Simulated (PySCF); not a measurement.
## Telling isomers of C₆H₅N₃ apart by NMR

All values are calculated (PySCF): geometry from GFN2-xTB, NMR shieldings at PBE0/pcSseg-1/GIAO. Fast rotation and ring inversion assumed for equivalent nuclei, isolated molecule, single conformer, non-relativistic Hamiltonian.

δ = σ(ref) − σ, references computed at the same level: 1H (σ = 31.72 ppm) and 13C (σ = 186.93 ppm) vs TMS. Where no couplings were computed, multiplicities follow the n + 1 count of equivalent neighbours, and m marks all less simple cases (inequivalent or close neighbours, rings, F or P nearby). Shifts are as computed. Against solution values, carbons near 30 ppm lie about +3 ppm off and those near 130 ppm about +5 ppm. Of 1211 compounds with measured shifts, 218 miss one by over three times the rms of a fit or turn the order of signals round; such compounds aren't used in these exercises.

(1) Tabulate the signals of `C=Cn1nccc1C#N`, `c1ccn2nncc2c1` and their relative energies.

(2) What is the quickest way to tell C=Cn1nccc1C#N from c1ccn2nncc2c1?

Answers

(1) 
| SMILES | carbon types | δC | δH | E rel. (kcal/mol) |
| --- | --- | --- | --- | --- |
| C=Cn1nccc1C#N | 2×C 3×CH 1×CH2 | 144.4, 135.4, 122.9, 119.7, 115.9, 111.8 | 7.80 (m, 1H), 7.53 (m, 1H), 6.97 (m, 1H), 6.63 (m, 1H), 5.44 (m, 1H) | 13.9 |
| c1ccn2nncc2c1 | 1×C 5×CH | 141.1, 129.7, 129.2, 128.9, 124.2, 119.3 | 8.98 (d, 1H), 8.24 (m, 1H), 8.06 (d, 1H), 7.43 (m, 1H), 7.18 (m, 1H) | 0.0 |

Energies are electronic energies at PBE0/pcSseg-1 on these geometries, without zero-point or thermal terms, each for the one conformer computed, which needn't be the lowest.

(2) Both give the same number of carbon signals, but DEPT or the intensities differ. The first has a terminal =CH2 carbon at 111.8 ppm, the second a ring-fusion aromatic carbon (C) at 141.1 ppm. Their most deshielded carbons lie at 144.4 and 141.1 ppm. In the proton spectra the most deshielded non-exchanging signals are 7.80 (m, 1H) and 8.98 (d, 1H).
